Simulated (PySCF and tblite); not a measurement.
The numbers below are computed, except where a source is named.
## Ring inversion: stationary points, barriers and rates

System: C3H8GeO, numbered as in [CH2:1]1[CH2:2][GeH2:3][CH2:4][O:5]1.

Motion: inversion of the 5-membered ring (1–2–3–4–5). Geometries: GFN2-xTB; energies: PBE0/pcSseg-1 + D3(BJ); zero-point and thermal terms from GFN2-xTB harmonic modes (soft modes blended into free rotors). Rates follow Eyring's equation with the number of equivalent paths and no tunnelling. Run with tblite and PySCF.

| point | symmetry | E(GFN2) kcal/mol | E(DFT) kcal/mol | ZPE change kcal/mol | lowest mode cm⁻¹ | dipole D |
| --- | --- | --- | --- | --- | --- | --- |
| start (between envelope and twist) | C1 | 0.0 | 0.0 | 0.00 | 121 | 1.15 |
| saddle (between envelope and twist) | C1 | 4.9 | 4.6 | -0.52 | 175i | 1.49 |
| end (between envelope and twist) | C1 | 0.0 | 0.0 | 0.00 | 120 | 1.15 |

```
Electronic barrier                                      : 4.6 kcal/mol
Barrier with zero-point energy                          : 4.0 kcal/mol
ΔH‡ (298 K)                                             : 3.8 kcal/mol
ΔS‡ (298 K, symmetry apart)                             : -1.4 cal/(mol K)
Paths                                                   : 2 equivalent paths
End point                                               : the same structure with atoms interchanged, or its mirror image
Mean lifetime of the start against this motion at 298 K : 96 ps
Cost                                                    : 50 s on 1 thread of Intel Xeon Platinum 8259CL @ 2.50GHz, shared host (rough), peak memory 0.81 GiB, launched as `OMP_NUM_THREADS=1 python ens_run.py task.json out`
```

```
T/K  ΔG‡ kcal/mol     k s⁻¹
150           4.1   7.7×10⁶
200           4.1   2.8×10⁸
250           4.1   2.5×10⁹
298           4.2    1×10¹⁰
350           4.3  3.1×10¹⁰
400           4.4  6.9×10¹⁰
500           4.6  2.1×10¹¹
```

ΔG and ΔG‡ leave out symmetry numbers and mirror images; rates count paths: 2 out.

Spin–orbit effects of heavy atoms on shieldings are missing.
